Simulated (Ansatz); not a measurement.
AlI$_{2}$, charge +1, singlet (typed; the unrestricted solution is spin-contaminated), geometry from GFN2-xTB (such geometries of metal compounds can be far from the true shape) (core potentials on I), with bond 3-1 at 1.8 times its length.

Ansatz (an electronic-structure program) was given this input:
Ansatz 0.2 input:
```yaml
crystal:
  periodic: [false, false, false]
  atoms:
    - {symbol: Al, position_ang: [0.00000000, 0.00000000, 0.00000000]}
    - {symbol: I, position_ang: [-0.00000000, -0.00000000, -2.47377043]}
    - {symbol: I, position_ang: [0.00000000, 0.00000000, 4.45278677]}
basis:
  gaussian:
    orbitals: def2-SV_P_.json
hamiltonian:
  xc: hf
total_charge: 1
scf: {lower_state_search: standard}
magnetization: {spin_polarized: true}
```
The basis file holds def2-SV(P) in the JSON format of the Basis Set Exchange.

Predict the total energy from Ansatz with HF/def2-SV(P).

-834.9077 Eh

Estimate the number of basis functions that HF/def2-SV(P) returns for this input.

70

Estimate the <S^2> that HF/def2-SV(P) returns for this input.

1.026

Roughly what does it cost on one core?

very roughly 17 core-seconds.
